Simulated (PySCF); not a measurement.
`C(=C([SiH3])Cl)=CCl`, C3H4Cl2Si

Molfile (atoms numbered from 1):
```
C3H4Cl2Si
     RDKit          3D

 10  9  0  0  0  0  0  0  0  0999 V2000
   -1.6857   -0.5511    0.1047 Si  0  0  0  0  0  4  0  0  0  0  0  0
   -0.2320    0.5656    0.4940 C   0  0  0  0  0  0  0  0  0  0  0  0
   -0.5335    1.8194    1.6708 Cl  0  0  0  0  0  0  0  0  0  0  0  0
    0.9388    0.4336   -0.0523 C   0  0  0  0  0  0  0  0  0  0  0  0
    2.0822    0.2591   -0.6424 C   0  0  0  0  0  0  0  0  0  0  0  0
    3.3149   -0.7693   -0.0114 Cl  0  0  0  0  0  0  0  0  0  0  0  0
   -2.1137   -1.2272    1.3536 H   0  0  0  0  0  0  0  0  0  0  0  0
   -1.2488   -1.5403   -0.9089 H   0  0  0  0  0  0  0  0  0  0  0  0
   -2.7983    0.2814   -0.4149 H   0  0  0  0  0  0  0  0  0  0  0  0
    2.3484    0.7490   -1.5710 H   0  0  0  0  0  0  0  0  0  0  0  0
  1  2  1  0
  2  3  1  0
  2  4  2  0
  4  5  2  0
  5  6  1  0
  1  7  1  0
  1  8  1  0
  1  9  1  0
  5 10  1  0
M  END
```

Method used: quadratic response CAM-B3LYP/def2-TZVPD first hyperpolarisability, Taylor convention, gas phase in PySCF. Geometry: PBE0-D3(BJ)/def2-TZVP.

Problem. Give the tensor of the static β(0;0,0) in the axes of these coordinates.

Solution. In au, Taylor convention; rows are the first index (the induced dipole):
|  | xx | yy | zz | xy | xz | yz |
| --- | --- | --- | --- | --- | --- | --- |
| x | +95.8 | +37.2 | +7.2 | +8.9 | +23.6 | +1.3 |
| y | +8.9 | +7.7 | +8.0 | +37.2 | +1.3 | -3.4 |
| z | +23.6 | -3.4 | -4.1 | +1.3 | +7.2 | +8.0 |

Norm of βᵢ = ⅓ Σⱼ (βᵢⱼⱼ + βⱼᵢⱼ + βⱼⱼᵢ): 143.2 au, hyper-Rayleigh value 55.3 au.
